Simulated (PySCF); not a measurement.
## In (indium, neutral) across methods

[Kr] 4d10 5s2 5p1, 2P determinant. All numbers are calculated (PySCF 2.14, no relativity, point nucleus, in dyall-av2z (22s16p12d, 130 functions)).

```
   method  E (hartree)  mean ε 5s α (eV)  mean ε 5s β (eV)  mean ε 5p α (eV)  Σ⟨r²⟩ (bohr²)   ⟨S²⟩
     PBE0     -5742.25            -8.802            -8.082            -3.677          60.11  0.754
      LDA     -5737.31            -8.097            -7.658            -2.930          59.81  0.751
   r2SCAN     -5742.61            -8.067            -7.491            -3.148          59.83  0.756
    HSE06     -5742.15            -8.437            -7.776            -3.294          60.12  0.753
      M06     -5742.45            -8.882            -8.699            -3.376          60.38  0.751
CAM-B3LYP     -5742.85           -10.150            -9.396            -4.643          59.91  0.754
      PBE     -5742.09            -7.839            -7.346            -2.904          60.34  0.752
      UHF  -5740.16461           -10.951            -9.425            -5.549          61.55  0.765
```

A non-relativistic calculation at this Z misses sizeable relativistic shifts.
